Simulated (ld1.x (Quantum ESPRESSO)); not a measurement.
Results of a calculation; reference values are marked as such.
## Potentials for P (Z = 15) compared

Generated with ld1.x 7.5 (TM, RRKJ, ultrasoft, PAW), atompaw 4.2 or ONCVPSP 4.0.1. The cutoff is in Ry: for ld1.x and atompaw files where the sum of valence levels is converged to 10 mRy in a Bessel basis, for ONCV files where the hardest occupied wave has 1 mHa per electron of residual kinetic energy. The error is the largest all-electron minus pseudo excitation energy over each file’s own four to seven test configurations (ionisations up to +4, promotions, holes and added fractions of an electron), all of which were solved. The labels leave out finer settings (local radius, basis sizes, second energies), which also bear on the numbers. Spin-polarised tests are not counted. The rows are a selection from randomly drawn settings: files with unsolved tests, undetermined cutoffs or missed reference levels are left out.

```tsv
potential	cutoff (Ry)	largest error (meV)	bound ghosts
ultrasoft, PBE, non-relativistic, rc 1.50/1.70 (sp), local smoothed, core correction no, reference 3s1.5 3p3.5	15	+183	none
TM, BLYP, non-relativistic, rc 1.25/1.15/0.95 (spd), local p, core correction yes, reference 3s2 3p2	90	+95	none
TM, LDA (PZ), non-relativistic, rc 1.30/1.50 (sp), local smoothed, core correction yes, reference 3s1 3p4	18	+514	none
ultrasoft, revPBE, fully relativistic, rc 1.85/1.40 (sp), local smoothed, core correction yes, reference 3s1 3p4	10	-24	none
TM, BP86, scalar-relativistic, rc 1.60/1.85/1.80 (spd), local smoothed, core correction yes, reference 3s2 3p2	21	+55	none
ultrasoft, PW91, scalar-relativistic, rc 1.50/1.45 (sp), local smoothed, core correction yes, reference 3s2 3p1	15	+28	none
TM, LDA (PZ), scalar-relativistic, rc 1.65/1.25 (sp), local s, core correction no, reference 3s2 3p2.5	70	+111	none
```

(1) Fill in the row for P: PAW, PBE, scalar-relativistic, rc 1.55/1.95 (sp), local smoothed, core correction yes, reference 3s2 3p2.

(2) Fill in the row for P: TM semilocal, PBEsol, scalar-relativistic, rc 1.35/1.40 (sp), local s, core correction no, reference 3s2 3p3.

## Answers

(1) cutoff 15 Ry, largest error -104 meV, bound ghosts: none.

(2) cutoff 40 Ry, largest error +218 meV, bound ghosts: none.
